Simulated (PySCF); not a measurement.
Choosing a molecule for a target property.

Species are written as SMILES; each is one conformer at its optimised geometry, gas phase, non-relativistic unless stated. Electronic properties by PySCF.

The conformers computed, where there is a choice (atom-mapped SMILES and torsion angles):
- `[CH3:1][CH2:2][c:3]1[n:4][n:5][cH:6][cH:7][c:8]1[SiH3:9]`: C1–C2–C3–N4 -87°
- `[CH:1]#[C:2]/[CH:3]=[CH:4]\[C:5](=[O:6])[O:7][CH3:8]`: C3–C4–C5–O6 0°, C4–C5–O7–C8 180°
- `[CH2:1]=[CH:2][c:3]1[p:4][cH:5][p:6][c:7]([C:8]([CH3:9])=[O:10])[p:11]1`: C1–C2–C3–P4 -178°, P6–C7–C8–C9 7°
- `[CH3:1]/[CH:2]=[C:3](\[CH3:4])[O:5][CH3:6]`: C2–C3–O5–C6 0°

Task: Wanted: dipole moment between 1.4 D and 1.8 D (PBE0/pcSseg-1) and HOMO energy below -6.8 eV (PBE0/pcSseg-1), at GFN2-xTB geometries. Which candidate meets both?
A. `C1CCOCC1`
B. `c1(pcpc(p1)C(=O)C)C=C`
C. `CCc1nnccc1[SiH3]`
D. `C/C=C(\C)OC`
E. `C(/C=C\C(OC)=O)#C`

Result: A. Computed values:
```csv
species,dipole moment,HOMO energy
C/C=C(\C)OC,0.70 D,-6.09 eV
C(/C=C\C(OC)=O)#C,1.25 D,-7.45 eV
C1CCOCC1,1.47 D,-7.13 eV
c1(pcpc(p1)C(=O)C)C=C,2.06 D,-6.97 eV
CCc1nnccc1[SiH3],3.66 D,-6.55 eV
```

Task: Wanted: HOMO–LUMO gap between 5.2 eV and 8 eV (PBE0/pcSseg-1) and smallest rotational constant below 1.4 GHz (GFN2-xTB), at GFN2-xTB geometries. Which candidate meets both?
A. `C1CCOCC1`
B. `C/C=C(\C)OC`
C. `c1(pcpc(p1)C(=O)C)C=C`
D. `C(/C=C\C(OC)=O)#C`
E. `CCc1nnccc1[SiH3]`

Result: D. Computed values:
```csv
species,HOMO–LUMO gap,smallest rotational constant
c1(pcpc(p1)C(=O)C)C=C,3.80 eV,0.397 GHz
CCc1nnccc1[SiH3],4.99 eV,0.817 GHz
C(/C=C\C(OC)=O)#C,5.47 eV,1.000 GHz
C/C=C(\C)OC,7.38 eV,1.807 GHz
C1CCOCC1,8.69 eV,2.631 GHz
```
